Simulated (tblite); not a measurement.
Compound: CH₁₁AsSi₃.
Cartesian coordinates in Å at the GFN2-xTB level; atoms count from 1:
```
atom  x, y, z in Å
C1    -2.5940   -0.7226    0.4360
Si2   -1.3179    0.6049   -0.0423
As3    0.5430    0.3064    1.3275
Si4    1.3617   -1.6295    0.3462
Si5    1.9632    1.8082    0.2834
H6    -3.5145   -0.6277   -0.1311
H7    -2.1966   -1.7191    0.2588
H8    -2.8455   -0.6510    1.4916
H9    -1.9227    1.9324    0.1751
H10   -1.0759    0.4956   -1.4955
H11    1.3721   -1.6276   -1.1259
H12    0.5604   -2.7905    0.7626
H13    2.7417   -1.8856    0.7825
H14    3.3373    1.6261    0.7722
H15    2.0159    1.7021   -1.1831
H16    1.5644    3.1868    0.5983
```

Computed values, GFN2-xTB/tblite, gas phase, harmonic and unscaled. The method is semi-empirical: single wavenumbers can be off by several per cent or more. Modes of hydrogen on silicon can be 10 to 20 % off. One conformer, not necessarily the lowest.

Harmonic wavenumbers (cm⁻¹): 34.2, 75.1, 82.5, 91.8, 97.8, 103.1, 127.8, 149.6, 342.0, 357.6, 365.4, 401.9, 438.7, 452.9, 468.2, 485.2, 554.1, 649.5, 739.0, 771.7, 792.3, 796.0, 803.5, 807.7, 812.8, 819.5, 826.0, 836.8, 1367.7, 1487.2, 1490.9, 2121.1, 2148.7, 2161.0, 2178.7, 2180.6, 2187.4, 2195.9, 2198.8, 3018.3, 3022.1, 3043.4.

A = 1866, B = 1184, C = 889.9 MHz; mass 181.938 u (most abundant isotopes); point group C1, symmetry number 1.

What is the zero-point energy?

Half the sum of the wavenumbers: 22042 cm⁻¹ = 63.02 kcal/mol.

Give the ideal-gas entropy at 400 K and 1 bar in the rigid-rotor, harmonic-oscillator model (classical rotation).

Translation 42.99, rotation 30.36, vibration 51.73: S = 125.1 cal/(mol K).

And Cp and H(400 K) − H(0)?

Cp = 51.34 cal/(mol K), of which vibrations give 43.39 (their classical limit is 42 R = 83.5); H(400 K) − H(0) = 13.19 kcal/mol without the zero-point energy, 10.02 from vibrations.

What must be added to the electronic energy to get the Gibbs energy at 400 K and 1 bar?

ZPE + [H(400 K) − H(0)] − T·S = 63.02 + 13.19 − 50.03 = 26.18 kcal/mol.

Blend soft modes into free rotors: weight 1/[1 + (100 cm⁻¹/ν̃)⁴] for the oscillator and the rest for a rotor with moment μB/(μ + B), μ = h/(8π²ν), B = 10⁻⁴⁴ kg m². What vibrational entropy results?

46.52 cal/(mol K) in place of 51.73, which changes −T·S at 400 K by +2.09 kcal/mol.

How do the functions run with temperature in this model?

| T (K) | S (cal/(mol K)) | Cp (cal/(mol K)) | H − H(0) (kcal/mol) | G − H(0) (kcal/mol) | ln q(vib) |
| --- | --- | --- | --- | --- | --- |
| 150 | 86.5 | 28.7 | 2.89 | -10.08 | 4.84 |
| 250 | 103.7 | 39.5 | 6.31 | -19.62 | 8.47 |
| 298.15 | 111.1 | 43.9 | 8.32 | -24.79 | 10.11 |
| 600 | 148.0 | 61.5 | 24.54 | -64.23 | 19.34 |
| 900 | 174.9 | 71.5 | 44.62 | -112.83 | 26.94 |

q(vib) and H(0) count from the zero-point level.

Hindered rotation and anharmonicity are outside this model. Other conformers, if any are populated, would add a mixing term that is left out. The structure is chiral; the term R ln 2 for an equal mix with its mirror image is left out.
